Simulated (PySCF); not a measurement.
## C₆ coefficients of unlike pairs at wB97M-V

Calculated with PySCF 2.14 from the dipole response of each species, C₆(A,B) = (3/π) ∫ α_A(iu) α_B(iu) du, in atomic units, from isotropic polarisabilities. For ions this is the dispersion term alone; charge-induced terms of lower order in 1/R come first.

```
species       configuration                                        basis      relativity  α (bohr³)  C₆ (like pair)
    Cu⁺      [Ar] 3d10 (1S)      aug-cc-pVDZ-PP with ECP10MDF (5s5p4d2f)  core potential      5.860           13.69
   Hg³⁺  [Xe] 4f14 5d9 (2D)  aug-cc-pwCVTZ-PP with ECP60MDF (8s8p7d4f3g)  core potential      5.658           32.49
     Ne           [Ne] (1S)                  aug-cc-pVQZ-DK (6s5p4d3f2g)   spin-free X2C      2.772           6.752
```

Estimate C₆ for Ne with Hg³⁺.

The integral gives 14.78. The combination rule 2 C_A C_B / (C_A α_B/α_A + C_B α_A/α_B) gives 14.77 and the geometric mean 14.81.

No spin-orbit coupling is included.

The other pairs:

```csv
pair,C₆
"Hg³⁺, Cu⁺",20.21
"Ne, Cu⁺",9.302
```
